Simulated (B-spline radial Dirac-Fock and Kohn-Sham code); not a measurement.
# Form factor and incoherent scattering function of Cs³⁸⁺

System: the Cs³⁸⁺ ion in the configuration 1s2 2s2 2p6 3s2 3p5.

The run's input, task.json:

```json
{"items": [{
  "Z": 55,
  "q": 38,
  "cfg": [[1, 0, 2], [2, 0, 2], [2, 1, 6], [3, 0, 2], [3, 1, 5]],
  "A": 133,
  "rrms": 4.8041,
  "do": ["scatter"],
  "s": [0.0, 0.05, 0.1, 0.15, 0.2, 0.25, 0.3, 0.35, 0.4, 0.45, 0.5, 0.6, 0.7, 0.8, 0.9, 1.0, 1.1, 1.2, 1.4, 1.6, 1.8, 2.0, 2.5, 3.0, 3.5, 4.0, 5.0, 6.0],
  "pz": [0, 0.1, 0.2, 0.3, 0.4, 0.5, 0.6, 0.8, 1.0, 1.2, 1.4, 1.6, 1.8, 2.0, 2.5, 3.0, 4.0, 5.0, 7.0, 10.0, 15.0, 20.0, 30.0, 40.0, 60.0, 100.0],
  "hv_scatter": [1000, 5000, 8047.8, 10000, 20000, 30000, 200000, 1000000]
}]}
```

Command: `python xray_run.py task.json out`

Level of theory: Dirac-Fock densities; an atomic code on a B-spline grid. f₀ is the Fourier transform of the spherical electron density, S the Waller-Hartree incoherent function, and s = sin θ/λ. The electron scattering factor follows from the Mott-Bethe formula f_e = 0.023934 Å⁻¹·(Z − f₀)/s².

| s (Å⁻¹) | f₀ | S | f_e (Å) |
| --- | --- | --- | --- |
| 0 | 17.000 | 0.000 | – |
| 0.05 | 16.988 | 0.014 | 363.916 |
| 0.1 | 16.950 | 0.056 | 91.068 |
| 0.15 | 16.889 | 0.126 | 40.540 |
| 0.2 | 16.803 | 0.223 | 22.855 |
| 0.25 | 16.694 | 0.346 | 14.669 |
| 0.3 | 16.563 | 0.493 | 10.222 |
| 0.35 | 16.410 | 0.663 | 7.540 |
| 0.4 | 16.236 | 0.854 | 5.799 |
| 0.45 | 16.042 | 1.064 | 4.605 |
| 0.5 | 15.831 | 1.292 | 3.750 |
| 0.6 | 15.359 | 1.790 | 2.635 |
| 0.7 | 14.832 | 2.330 | 1.962 |
| 0.8 | 14.262 | 2.897 | 1.523 |
| 0.9 | 13.663 | 3.475 | 1.221 |
| 1 | 13.048 | 4.051 | 1.004 |
| 1.1 | 12.427 | 4.615 | 0.842 |
| 1.2 | 11.812 | 5.159 | 0.718 |
| 1.4 | 10.636 | 6.168 | 0.542 |
| 1.6 | 9.572 | 7.060 | 0.425 |
| 1.8 | 8.652 | 7.839 | 0.342 |
| 2 | 7.880 | 8.519 | 0.282 |
| 2.5 | 6.505 | 9.890 | 0.186 |
| 3 | 5.626 | 10.956 | 0.131 |
| 3.5 | 4.935 | 11.841 | 0.098 |
| 4 | 4.293 | 12.597 | 0.076 |
| 5 | 3.128 | 13.773 | 0.050 |
| 6 | 2.268 | 14.565 | 0.035 |

f₀ starts at the number of electrons, 17, and has fallen to half at s ≈ 1.84 Å⁻¹. The sum of ⟨r²⟩ over the electrons is 0.6733 bohr². For an ion f_e diverges as s goes to zero, because of the net charge.

Values without a named source are computed, but for edge energies of neutral atoms, which are taken from tables.
